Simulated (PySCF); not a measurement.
# Ir⁵²⁺: ionisation energy

Ir⁵²⁺ [Ar] 3d7 (4F) → Ir⁵³⁺ [Ar] 3d6 (5D), as a difference of total energies. Computed with PySCF 2.14 in an even-tempered Gaussian basis (17 s from 12 bohr⁻², ratio 2.5; 13 p from 16 bohr⁻², ratio 2.5; 7 d from 16 bohr⁻², ratio 2.5; 4 f from 64 bohr⁻², ratio 2.7; 3 g from 96 bohr⁻², ratio 2.7), with scalar relativity by spin-free X2C-1e. Correlated levels: outer shells: [Ne] frozen; virtual orbitals above 40 to 60 times the deepest correlated orbital energy dropped. The calculations carry no spin-orbit coupling.

```csv
method,ionisation energy (eV)
UHF,4977.6
LDA,4976.5
PBE,4977.8
PBE0,4978.3
r2SCAN,4980.0
MN15,4962.7
M06,4976.3
MP2 (outer shells),4978.7
SCS-MP2 (outer shells),4978.9
```

Spin-orbit coupling is strong in these open shells (close to jj coupling). The scalar numbers leave it out and a first-order estimate fails, so it can dominate the gap to the real levels.

Breit and QED terms and the two-electron picture change are absent.

For comparison: 4952 ± 4 eV (theoretical estimate listed by NIST; NIST Atomic Spectra Database, ionization energies).
